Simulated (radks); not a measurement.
Results of a calculation; reference values are marked as such.
Question: Valence configurations of Ge+ (all share [Ar]). Code: a radial shooting solver on a logarithmic mesh with Libxc functionals. Model: scalar-relativistic Kohn-Sham, r2SCAN, spin-polarised, spherical densities, finite nucleus; open shells are filled with parallel spins first; meta-GGA in the generalised Kohn-Sham scheme; Fermi nuclear charge, rms radius 4.0742 fm. Order these by energy: 3d10 4s2 4p1; 3d7 4s2 4p4; 3d10 4s1.5 4p1.5; 3d9 4s1 4p3; 3d9 4s2 4p2; 3d10 4p3; 3d10 4s1 4p2.

Answer: From the lowest, in eV above it: 3d10 4s2 4p1 0.000; 3d10 4s1.5 4p1.5 3.480; 3d10 4s1 4p2 6.104; 3d10 4p3 15.441; 3d9 4s2 4p2 30.556; 3d9 4s1 4p3 36.234; 3d7 4s2 4p4 116.97. NIST lists [Ar] 3d10 4s2 4p1 as the ground configuration; this level of theory agrees among the configurations tried. The energies are those of spherical high-spin densities, not of single terms.
